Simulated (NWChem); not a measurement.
## Correlation energy of F2Si

```xyz
3

Si     0.0000     0.0000    -0.5881
F     -1.2465     0.0000     0.4574
F      1.2465     0.0000     0.4574
```
Charge 0, spin multiplicity 1.

Program: NWChem. All single points use one geometry, from PBE0/def2-SVP, a minimum by its harmonic frequencies.

Basis set: cc-pVTZ. Each correlation energy counts from its own Hartree-Fock reference.

```json
[
 {"method": "CCSD(T)", "correlation energy (mHa)": "-628.7", "difference from CCSD(T)": "0.0"},
 {"method": "CCSD+T(CCSD)", "correlation energy (mHa)": "-630.1", "difference from CCSD(T)": "-1.5"},
 {"method": "SCS-MP2", "correlation energy (mHa)": "-588.3", "difference from CCSD(T)": "+40.3"},
 {"method": "CR-CCSD[T]", "correlation energy (mHa)": "-625.8", "difference from CCSD(T)": "+2.8"},
 {"method": "MP2", "correlation energy (mHa)": "-602.4", "difference from CCSD(T)": "+26.3"},
 {"method": "CR-CCSD(T)", "correlation energy (mHa)": "-624.7", "difference from CCSD(T)": "+4.0"},
 {"method": "CCSD", "correlation energy (mHa)": "-609.4", "difference from CCSD(T)": "+19.3"},
 {"method": "RI-MP2", "correlation energy (mHa)": "-602.4", "difference from CCSD(T)": "+26.2"}
]
```

The values span 41.8 mHa, from CCSD+T(CCSD) (lowest) to SCS-MP2 (highest). 

The correlated methods keep 7 core orbitals frozen. The structure started from a generated list of species. No row is a measurement; the coupled-cluster row has its own basis-set and correlation limits.
